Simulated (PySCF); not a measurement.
## A small calculation by hand: dipole moment from atomic charges

Al(Cl)2(SH) (AlCl2HS), SMILES [Al]([Cl])([Cl])[SH]. Atoms are numbered in the order given.

```xyz
5

Al     0.0049     0.0235     0.0000
Cl     1.4260     1.5585     0.0000
Cl    -2.0386     0.4900     0.0000
S      0.6830    -2.0374     0.0000
H     -0.5783    -2.5320     0.0000
```
Charge 0, spin multiplicity 1.

Geometry: B3LYP-D3(BJ)/def2-SVP. The values are those of a single conformer.

Charges (e) from M06-2X/def2-TZVPD run with PySCF:

```json
[
 {"atom": "Al1", "ESP fit": "0.526", "IAO": "0.929"},
 {"atom": "Cl2", "ESP fit": "-0.185", "IAO": "-0.348"},
 {"atom": "Cl3", "ESP fit": "-0.218", "IAO": "-0.353"},
 {"atom": "S4", "ESP fit": "-0.275", "IAO": "-0.343"},
 {"atom": "H5", "ESP fit": "0.151", "IAO": "0.115"}
]
```

The dipole moment of the full density is 1.07 D.

**Question.** What dipole moment does each set of point charges give, and which comes closer to that of the density?

**Answer.** 
μ = Σ q r, and 1 e Å = 4.8032 D.
ESP fit: Σ q r = (-0.092, -0.205, 0.000) e Å, |μ| = 1.08 D.
IAO: Σ q r = (-0.073, -0.286, 0.000) e Å, |μ| = 1.42 D.
ESP fit comes closer in size. Point charges leave out the atoms' own dipoles (lone pairs, polarised bonds); fits to the potential absorb them, partitions of the density don't.
